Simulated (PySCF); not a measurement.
Identify the unknown among the candidates.

All candidates are C3H7FOSi.

| technique | computed result |
| --- | --- |
| Dipole | 2.84 D [CAM-B3LYP/def2-SVPD] |
| XPS | Si2p3/2 108.0, C1s 290.2, C1s 292.3, C1s 292.9, O1s 538.8, F1s 691.9, Si1s 1847.8 eV [ΔSCF SCAN, pcX-2 on the ionised atom, pcseg-1 elsewhere, spin-free X2C, 2p3/2 from a spin–orbit splitting computed afterwards within the 2p shell] |
| Triplet | lowest triplet excitation (Tamm–Dancoff): 4.12 eV [TDA CAM-B3LYP/def2-SVPD] |
| Polarisability | 70.8 au [CAM-B3LYP/def2-SVPD] |
| Rotational structure | rotational constants A, B, C: 8.653, 1.075, 1.012 GHz [PBE0-D3(BJ)/def2-SVP] |
| 1H NMR | chemical shifts (computed TMS as zero) by class: 6.22 (1 H), 5.12 (2 H), 5.08 (1 H), 4.93 (3 H) ppm [GIAO PBE0/pcSseg-1] |
| UV, first state | lowest singlet excitation: 6.18 eV (201 nm, f = 0.007) [TDDFT CAM-B3LYP/def2-SVPD] |
| NMR, other nuclei | isotropic shieldings of nuclei other than C and H, by class: 238 (1 O), 416 (1 F), 377 (1 Si) ppm [GIAO PBE0/pcSseg-1] |
| 13C NMR | chemical shifts (computed TMS as zero) by class: 149.8 (1 C), 114.7 (1 C), 75.6 (1 C) ppm [GIAO PBE0/pcSseg-1] |

Gas-phase values; electronic properties from PySCF, density fitting. Levels stand in brackets. The structure is a single PBE0-D3(BJ)/def2-SVP conformer in the gas phase; no vibrational or solvent corrections. NMR classes are plain means over equivalent atoms (diastereotopic ones count apart unless rotation or inversion swaps them), as if these changed places fast.

**Question.** Which candidate is it?
A. `F[C@@H]1C[C@@H]1O[SiH3]`
B. `FC/C=C\O[SiH3]`
C. `F[Si@H]1CCCO1`

**Answer.** B. It is `FC/C=C\O[SiH3]`. Numbering: `[F:1][CH2:2]/[CH:3]=[CH:4]\[O:5][SiH3:6]`. Its formula, C3H7FOSi, gives 1 degree of unsaturation: 0 rings and 1 π bond in the structure found. 3 carbons fall into 3 classes; from least to most shielded: vinylic carbon bearing oxygen [C4] (149.8 ppm), alkene CH carbon [C3] (114.7 ppm), sp3 C–F carbon [C2] (75.6 ppm). Hydrogen classes from least to most shielded: 1 H on a vinylic carbon bearing oxygen, C4 (6.22 ppm), 2 H on an sp3 C–F carbon, C2 (5.12 ppm, a mean of values up to 0.8 ppm apart in this geometry), 1 H on an alkene CH carbon, C3 (5.08 ppm), 3 H on an oxygen-bound silicon, Si6 (4.93 ppm). The other shieldings belong to: 238 ppm, silyl ether oxygen [O5]; 416 ppm, alkyl fluorine [F1]; 377 ppm, oxygen-bound silicon [Si6]. The core levels belong to: Si2p3/2 108.0 eV, oxygen-bound silicon [Si6]; C1s 290.2 eV, alkene CH carbon [C3]; C1s 292.3 eV, vinylic carbon bearing oxygen [C4]; C1s 292.9 eV, sp3 C–F carbon [C2]; O1s 538.8 eV, silyl ether oxygen [O5]; F1s 691.9 eV, alkyl fluorine [F1]; Si1s 1847.8 eV, oxygen-bound silicon [Si6]. The hole state at 292.3 eV has ⟨S²⟩ = 0.83 against 0.75, so that value is less sure. The optimised geometry has point group C1 and is an asymmetric top.

The others, at the same levels:
- `F[C@@H]1C[C@@H]1O[SiH3]` fails: its computed 13C shifts are 71.5 (1 C), 51.5 (1 C), 15.7 (1 C) ppm, core binding energies are Si2p3/2 107.4, C1s 291.0, C1s 292.6, C1s 293.1, O1s 538.3, F1s 692.8, Si1s 1847.3 eV and 1H shifts are 4.81 (3 H), 4.19 (1 H), 3.28 (1 H), 0.87 (1 H), 0.86 (1 H) ppm.
- `F[Si@H]1CCCO1` fails: its computed 13C shifts are 68.8 (1 C), 29.6 (1 C), 10.7 (1 C) ppm, core binding energies are Si2p3/2 108.0, C1s 290.6, C1s 291.1, C1s 292.4, O1s 538.1, F1s 692.2, Si1s 1848.1 eV and 1H shifts are 5.09 (1 H), 4.01 (1 H), 3.81 (1 H), 1.90 (1 H), 1.61 (1 H), 0.81 (1 H), 0.71 (1 H) ppm.

Each candidate is one conformer, not necessarily the lowest. The conformers computed, where there is a choice (atom-mapped SMILES and torsion angles):
- `[F:1][CH2:2]/[CH:3]=[CH:4]\[O:5][SiH3:6]`: F1–C2–C3–C4 125°, C3–C4–O5–Si6 -161°
- `[F:1][C@@H:2]1[CH2:3][C@@H:4]1[O:5][SiH3:6]`: C3–C4–O5–Si6 -116°

The conformers of `F[Si@H]1CCCO1` aren't listed.
